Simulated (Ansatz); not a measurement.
A structure relaxed at PBE-D4/def2-SVP in Ansatz, charge 1, doublet:

Cartesian coordinates in Å:
```
W 0.614 -0.790 -1.175
W 0.003 -0.863 1.348
W 0.949 1.763 0.460
W -1.510 -1.995 -0.412
Se -1.150 -2.952 1.871
Se 0.629 1.427 -2.282
Se 2.578 3.047 1.385
Se -0.662 1.282 2.269
Se -0.560 3.069 -0.956
Se 2.394 -0.575 0.566
Se -3.234 -0.549 -0.819
Se -0.050 -2.863 -2.256
```

Give its formula.

the cluster W4Se8⁺ (the lowest doublet isomer of a short search).

Summarise the bond lengths by kind (pairs closer than 1.2 times the sum of covalent radii, bridged metal pairs left out).

14 × Se–W 2.27 to 2.78 Å; 1 × Se–Se 2.42 Å.

In the def2 sets W takes a core potential; there is no spin–orbit coupling. The structure comes from a short search, and lower isomers may exist.
